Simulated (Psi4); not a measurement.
**Worked example: vertical energy of the triplet above the singlet of BBr2Cl (dibromo(chloro)borane)**

BBr2Cl: 4 atoms, total charge 0, spin state singlet. As SMILES, `ClB(Br)Br`. The coordinates come from a PBE0-D4/def2-TZVP relaxation.

Both states at this one shape; open shells run unrestricted unless said. 1 Eh = 27.2114 eV.

```tsv
level	program	singlet BBr2Cl (Eh)	triplet BBr2Cl (Eh)
SVWN5/6-31G* (spherical functions)	Psi4	-5623.987481	-5623.819442
PBE/6-31G* (spherical functions)	Psi4	-5631.835842	-5631.671756
```

Task: Work out the vertical gap, second state less first, at each level.

Result: 
1. SVWN5/6-31G* (spherical functions): -5623.819442 − (-5623.987481) = 0.168039 Eh = 4.57 eV.
2. PBE/6-31G* (spherical functions): -5631.671756 − (-5631.835842) = 0.164086 Eh = 4.47 eV.

No measured value is set beside it here; the levels span 4.47 to 4.57 eV. Spin-orbit coupling, which splits open shells on such heavy atoms by tenths of an eV, is left out. All-electron rows are non-relativistic unless named.
